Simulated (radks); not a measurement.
Species: Tl. Configuration: [Hg] 6p1 (the NIST ground configuration). Method: scalar-relativistic Kohn-Sham, SCAN, spin-unpolarised, spherical densities, finite nucleus; meta-GGA in the generalised Kohn-Sham scheme; Fermi nuclear charge, rms radius 5.4759 fm; computed with a radial shooting solver on a logarithmic mesh with Libxc functionals. Some entries of the table are withheld. Estimate them.

orbital  occ.  eigenvalue (eV)  <r^2> (bohr^2)  r(max) (bohr)
1s          2        -85683.43       0.0003690        0.01003
2s          2        -15285.80        0.005601            (1)
2p          6        -13146.33        0.004755        0.04832
3s          2        -3661.833             (2)         0.1637
3p          6        -3042.617         0.03725         0.1636
3d         10        -2398.936         0.03092         0.1336
4s          2        -823.8946          0.1728         0.3690
4p          6        -620.0094          0.1977         0.3888
4d         10        -379.8884          0.2232         0.3954
5s          2        -133.4183          0.8659         0.8074
4f         14        -115.2625          0.2630         0.3585
5p          6         -77.9105           1.146         0.9060
5d         10         -15.8012           2.286          1.108
6s          2         -10.0803           7.009          2.071
6p          1          -2.3848           15.97          2.804

Answer. 
(1) 2s r(max) (bohr): 0.05810
(2) 3s <r^2> (bohr^2): 0.03601
